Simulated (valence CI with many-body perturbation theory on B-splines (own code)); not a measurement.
## Re³⁶⁺: calculated level list

Method: relativistic CI+MBPT: three valence electrons over a frozen Dirac-Fock core [Kr], radial functions for each j: 9 s, 9 p, 10 d, 8 f, 5 g, 3 h, 1 i, with the one-electron correlation potential Σ1 (screened to all orders), the two-electron term Σ2, the three-electron term Σ3, Breit, model QED; selected single and double excitations, second order for the rest (own B-spline code, finite nucleus).

No measured spectrum was set against this ion. As an estimate, large intervals hold to a few tenths of a per cent, small ones and those within an open d or f shell to about a per cent. Only levels of the ground parity were solved; by the run's estimate the other parity begins above the list, which can be wrong where configurations are misplaced.

Levels 1 to 19 of 19, with energies above the lowest level, (4d3/2^3) J=3/2. "Leading %" is the weight of the configuration and term that name the level; weights of strongly mixed levels are sums over their largest components and can fall short. In the jj column 3d3/2^4 stands for four electrons in 3d with j = 3/2.

| No. | Configuration | Term | J | E (eV) | Leading % | Second component | g | Leading jj |
| --- | --- | --- | --- | --- | --- | --- | --- | --- |
| 1 | 4d³ | ⁴F | 3/2 | 0.000 | 49 | 36 % 4d³ ²D | 0.693 | 4d3/2^3 (97 %) |
| 2 | 4d³ | ⁴F | 5/2 | 16.391 | 84 | 14 % 4d³ ²D | 1.053 | 4d3/2^2 4d5/2 (98 %) |
| 3 | 4d³ | ⁴P | 3/2 | 18.828 | 39 | 30 % 4d³ ⁴F | 1.201 | 4d3/2^2 4d5/2 (98 %) |
| 4 | 4d³ | ²G | 7/2 | 20.315 | 47 | 37 % 4d³ ⁴F | 1.055 | 4d3/2^2 4d5/2 (95 %) |
| 5 | 4d³ | ²H | 9/2 | 20.646 | 44 | 42 % 4d³ ²G | 1.049 | 4d3/2^2 4d5/2 (99 %) |
| 6 | 4d³ | ⁴P | 1/2 | 20.851 | 60 | 40 % 4d³ ²P | 1.856 | 4d3/2^2 4d5/2 (99 %) |
| 7 | 4d³ | ⁴P | 5/2 | 29.058 | 42 | 37 % 4d³ ²D | 1.293 | 4d3/2^2 4d5/2 (91 %) |
| 8 | 4d³ | ⁴F | 7/2 | 36.465 | 61 | 36 % 4d³ ²G | 1.106 | 4d3/2 4d5/2^2 (97 %) |
| 9 | 4d³ | ⁴F | 9/2 | 38.218 | 52 | 42 % 4d³ ²H | 1.138 | 4d3/2 4d5/2^2 (96 %) |
| 10 | 4d³ | ⁴P | 3/2 | 39.949 | 41 | 39 % 4d³ ²D | 1.128 | 4d3/2 4d5/2^2 (99 %) |
| 11 | 4d³ | ²P | 1/2 | 41.079 | 59 | 40 % 4d³ ⁴P | 1.473 | 4d3/2 4d5/2^2 (99 %) |
| 12 | 4d³ | ²D | 5/2 | 41.871 | 42 | 32 % 4d³ ⁴P | 1.255 | 4d3/2 4d5/2^2 (91 %) |
| 13 | 4d³ | ²H | 11/2 | 42.047 | 100 |  | 1.087 | 4d3/2 4d5/2^2 (100 %) |
| 14 | 4d³ | ²D | 5/2 | 44.773 | 45 | 40 % 4d³ ²F | 1.103 | 4d3/2 4d5/2^2 (97 %) |
| 15 | 4d³ | ²F | 7/2 | 45.379 | 81 | 17 % 4d³ ²G | 1.097 | 4d3/2 4d5/2^2 (98 %) |
| 16 | 4d³ | ²D | 3/2 | 52.407 | 71 | 22 % 4d³ ²P | 0.932 | 4d3/2 4d5/2^2 (90 %) |
| 17 | 4d³ | ²G | 9/2 | 58.078 | 52 | 34 % 4d³ ⁴F | 1.154 | 4d5/2^3 (98 %) |
| 18 | 4d³ | ²D | 3/2 | 63.412 | 51 | 35 % 4d³ ²P | 1.091 | 4d5/2^3 (90 %) |
| 19 | 4d³ | ²D | 5/2 | 67.413 | 62 | 22 % 4d³ ²F | 1.163 | 4d5/2^3 (95 %) |

The ionisation energy to 4d² ³F2 of the next ion comes out as 1584.9 eV (NIST: 1583 ± 5 eV (theoretical)). All 19 levels together are meant to be complete up to 70.109 eV.
